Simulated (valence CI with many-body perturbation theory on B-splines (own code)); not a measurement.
# E1 line list for Ho³⁵⁺

Method: valence CI with perturbative core correlation (CI+MBPT): four valence electrons over a frozen Dirac-Fock core [Ar] 3d10, radial functions for each j: 11 s, 11 p, 9 d, 7 f, 5 g, 2 h, 1 i, with the one-electron correlation potential Σ1, the two-electron term Σ2, the three-electron term Σ3, Breit, model QED; selected CI, second order for the rest (own B-spline code, finite nucleus).

No measured spectrum was set against this ion. As an estimate, large intervals hold to a few tenths of a per cent, small ones and those within an open d or f shell to about a per cent.

Lines 101 to 150 of 239 in falling wavelength, among levels below 362.69 eV, chosen from the strongest by gf and those to the six lowest levels. Wavelengths and rates use the calculated energies. Electric multipoles are in the length gauge, E1 and E2 with the static RPA response of the core. Weak lines are less certain than strong ones. Lines between different terms over intervals too small for the method are left out, as are lines whose strength nearly cancels. Where a level lies close to another of its J and parity, the split of strength between their lines is uncertain. The highest levels of a list are the least certain.

Levels are named by their leading jj configuration (3d3/2^4 stands for four electrons in 3d with j = 3/2), which in mixed levels can hold well under half, so a name can repeat and another be missing. Letters in brackets count levels of one name in rising energy.

| λ vac (nm) | Upper | Lower | A (s⁻¹) | S (a.u.) with core polarisation | S without |
| --- | --- | --- | --- | --- | --- |
| 8.619 | (4s 4p1/2 4p3/2 4d5/2) J=2 [a] | (4s^2 4p1/2 4d3/2) J=2 | 1.74e+10 | 2.75e-02 | 2.93e-02 |
| 8.608 | (4s 4p1/2 4p3/2 4d3/2) J=3 [b] | (4s 4p1/2 4p3/2^2) J=2 [a] | 3.48e+10 | 7.66e-02 | 8.13e-02 |
| 8.606 | (4s 4p1/2 4p3/2 4d5/2) J=3 [d] | (4s 4p1/2 4p3/2^2) J=2 [b] | 6.42e+10 | 1.41e-01 | 1.50e-01 |
| 8.590 | (4s 4p1/2 4p3/2 4d5/2) J=0 | (4s 4p1/2 4p3/2^2) J=1 [b] | 7.79e+10 | 2.44e-02 | 2.59e-02 |
| 8.584 | (4s 4p1/2 4p3/2 4d5/2) J=2 [d] | (4s 4p1/2 4p3/2^2) J=1 [b] | 4.65e+10 | 7.25e-02 | 7.70e-02 |
| 8.562 | (4s 4p1/2 4p3/2^2) J=1 [a] | (4s^2 4p1/2 4p3/2) J=2 | 8.97e+10 | 8.33e-02 | 8.90e-02 |
| 8.557 | (4s 4p1/2 4p3/2^2) J=2 [b] | (4s^2 4p1/2 4p3/2) J=2 | 1.01e+11 | 1.57e-01 | 1.67e-01 |
| 8.557 | (4p1/2^2 4p3/2^2) J=2 | (4s 4p1/2^2 4p3/2) J=2 | 1.09e+11 | 1.68e-01 | 1.79e-01 |
| 8.543 | (4s 4p1/2 4p3/2 4d5/2) J=3 [a] | (4s 4p1/2 4p3/2^2) J=3 | 8.28e+10 | 1.78e-01 | 1.89e-01 |
| 8.538 | (4s 4p1/2 4p3/2 4d5/2) J=2 [c] | (4s^2 4p1/2 4d5/2) J=3 | 1.05e+10 | 1.61e-02 | 1.72e-02 |
| 8.509 | (4s 4p1/2 4p3/2 4d5/2) J=2 [a] | (4s 4p1/2 4p3/2^2) J=2 [a] | 5.75e+10 | 8.74e-02 | 9.27e-02 |
| 8.503 | (4s 4p1/2 4p3/2 4d5/2) J=2 [b] | (4s 4p1/2 4p3/2^2) J=3 | 1.56e+11 | 2.36e-01 | 2.52e-01 |
| 8.499 | (4s 4p1/2 4p3/2 4d5/2) J=1 [a] | (4s 4p1/2 4p3/2^2) J=2 [a] | 3.90e+10 | 3.54e-02 | 3.78e-02 |
| 8.472 | (4s 4p1/2 4p3/2 4d5/2) J=2 [d] | (4s^2 4p1/2 4d5/2) J=3 | 2.59e+11 | 3.88e-01 | 4.14e-01 |
| 8.471 | (4p1/2 4p3/2^3) J=2 | (4s^2 4p1/2 4d5/2) J=2 | 1.27e+11 | 1.91e-01 | 2.04e-01 |
| 8.469 | (4s 4p1/2^2 4d5/2) J=3 | (4s 4p1/2^2 4p3/2) J=2 | 1.27e+11 | 2.67e-01 | 2.82e-01 |
| 8.465 | (4s 4p1/2 4p3/2 4d3/2) J=0 [b] | (4s^2 4p1/2 4d3/2) J=1 | 2.09e+11 | 6.26e-02 | 6.67e-02 |
| 8.440 | (4s 4p1/2 4p3/2 4d3/2) J=2 [c] | (4s 4p1/2 4p3/2^2) J=2 [a] | 2.06e+10 | 3.06e-02 | 3.26e-02 |
| 8.415 | (4s 4p1/2 4p3/2 4d3/2) J=1 [c] | (4s^2 4p1/2 4d3/2) J=2 | 2.97e+11 | 2.62e-01 | 2.79e-01 |
| 8.406 | (4s 4p1/2^2 4d5/2) J=2 | (4s 4p1/2^2 4p3/2) J=1 | 2.61e+11 | 3.82e-01 | 4.06e-01 |
| 8.398 | (4s 4p1/2 4p3/2 4d3/2) J=1 [b] | (4s 4p1/2 4p3/2^2) J=2 [a] | 7.23e+10 | 6.34e-02 | 6.74e-02 |
| 8.395 | (4s^2 4p1/2 4d5/2) J=3 | (4s^2 4p1/2 4p3/2) J=2 | 2.00e+11 | 4.08e-01 | 4.33e-01 |
| 8.384 | (4s 4p1/2 4p3/2 4d5/2) J=1 [c] | (4s 4p1/2 4p3/2^2) J=2 [b] | 8.11e+10 | 7.08e-02 | 7.55e-02 |
| 8.379 | (4s 4p1/2 4p3/2 4d5/2) J=1 [c] | (4s 4p1/2 4p3/2^2) J=1 [a] | 1.99e+11 | 1.73e-01 | 1.84e-01 |
| 8.377 | (4s 4p1/2 4p3/2 4d5/2) J=2 [c] | (4s 4p1/2 4p3/2^2) J=2 [b] | 2.69e+10 | 3.90e-02 | 4.17e-02 |
| 8.372 | (4s 4p1/2 4p3/2 4d5/2) J=2 [c] | (4s 4p1/2 4p3/2^2) J=1 [a] | 7.77e+10 | 1.13e-01 | 1.20e-01 |
| 8.351 | (4s 4p1/2 4p3/2^2) J=1 [a] | (4s^2 4p1/2 4p3/2) J=1 | 7.01e+10 | 6.04e-02 | 6.44e-02 |
| 8.346 | (4s 4p1/2 4p3/2^2) J=2 [b] | (4s^2 4p1/2 4p3/2) J=1 | 1.39e+11 | 1.99e-01 | 2.11e-01 |
| 8.326 | (4p1/2 4p3/2^3) J=1 | (4s^2 4p1/2 4d5/2) J=2 | 2.27e+10 | 1.94e-02 | 2.07e-02 |
| 8.314 | (4s 4p1/2 4p3/2 4d5/2) J=0 | (4s 4p1/2 4p3/2^2) J=1 [a] | 3.08e+11 | 8.72e-02 | 9.28e-02 |
| 8.313 | (4s 4p1/2 4p3/2 4d5/2) J=2 [d] | (4s 4p1/2 4p3/2^2) J=2 [b] | 6.91e+10 | 9.80e-02 | 1.04e-01 |
| 8.311 | (4s 4p1/2 4p3/2 4d5/2) J=1 [b] | (4s 4p1/2 4p3/2^2) J=0 | 1.93e+11 | 1.64e-01 | 1.74e-01 |
| 8.309 | (4s^2 4p1/2 4f5/2) J=3 | (4s^2 4p1/2 4d5/2) J=3 | 4.21e+10 | 8.34e-02 | 8.88e-02 |
| 8.308 | (4s 4p1/2 4p3/2 4d5/2) J=2 [d] | (4s 4p1/2 4p3/2^2) J=1 [a] | 4.25e+10 | 6.01e-02 | 6.36e-02 |
| 8.288 | (4s 4p1/2 4p3/2^2) J=1 [b] | (4s^2 4p1/2 4p3/2) J=2 | 2.25e+11 | 1.90e-01 | 2.02e-01 |
| 8.280 | (4p1/2 4p3/2^3) J=1 | (4s 4p1/2 4p3/2^2) J=1 [b] | 4.13e+11 | 3.47e-01 | 3.69e-01 |
| 8.255 | (4s 4p1/2 4p3/2 4d5/2) J=4 [b] | (4s 4p1/2 4p3/2^2) J=3 | 1.81e+11 | 4.52e-01 | 4.79e-01 |
| 8.250 | (4s 4p1/2 4p3/2 4d5/2) J=3 [b] | (4s 4p1/2 4p3/2^2) J=3 | 9.70e+10 | 1.88e-01 | 2.00e-01 |
| 8.242 | (4s^2 4p1/2 4d5/2) J=2 | (4s^2 4p1/2 4p3/2) J=2 | 2.74e+11 | 3.79e-01 | 4.03e-01 |
| 8.206 | (4s^2 4p1/2 4f7/2) J=4 | (4s^2 4p1/2 4d5/2) J=3 | 3.22e+11 | 7.90e-01 | 8.36e-01 |
| 8.193 | (4s 4p3/2^3) J=1 | (4s^2 4p3/2^2) J=2 | 4.10e+11 | 3.34e-01 | 3.56e-01 |
| 8.163 | (4p1/2 4p3/2^3) J=2 | (4s 4p1/2 4p3/2^2) J=2 [b] | 2.07e+11 | 2.78e-01 | 2.95e-01 |
| 8.158 | (4p1/2 4p3/2^3) J=2 | (4s 4p1/2 4p3/2^2) J=1 [a] | 1.27e+11 | 1.71e-01 | 1.81e-01 |
| 8.156 | (4s^2 4p1/2 4f5/2) J=3 | (4s 4p1/2 4p3/2^2) J=2 [b] | 2.62e+11 | 4.90e-01 | 5.20e-01 |
| 8.153 | (4s^2 4p1/2 4f7/2) J=3 | (4s^2 4p1/2 4d5/2) J=2 | 4.20e+11 | 7.87e-01 | 8.35e-01 |
| 8.137 | (4s^2 4p1/2 4f5/2) J=2 | (4s^2 4p1/2 4d5/2) J=2 | 2.22e+11 | 2.96e-01 | 3.15e-01 |
| 8.136 | (4s 4p1/2 4p3/2 4d5/2) J=3 [a] | (4s 4p1/2 4p3/2^2) J=2 [a] | 6.68e+10 | 1.24e-01 | 1.32e-01 |
| 8.111 | (4s 4p1/2 4p3/2 4d5/2) J=3 [c] | (4s 4p1/2 4p3/2^2) J=3 | 2.40e+10 | 4.43e-02 | 4.71e-02 |
| 8.100 | (4s 4p1/2 4p3/2 4d5/2) J=2 [b] | (4s 4p1/2 4p3/2^2) J=2 [a] | 1.06e+11 | 1.38e-01 | 1.47e-01 |
| 8.096 | (4s 4p1/2 4p3/2 4d5/2) J=4 [c] | (4s 4p1/2 4p3/2^2) J=3 | 1.88e+10 | 4.43e-02 | 4.73e-02 |
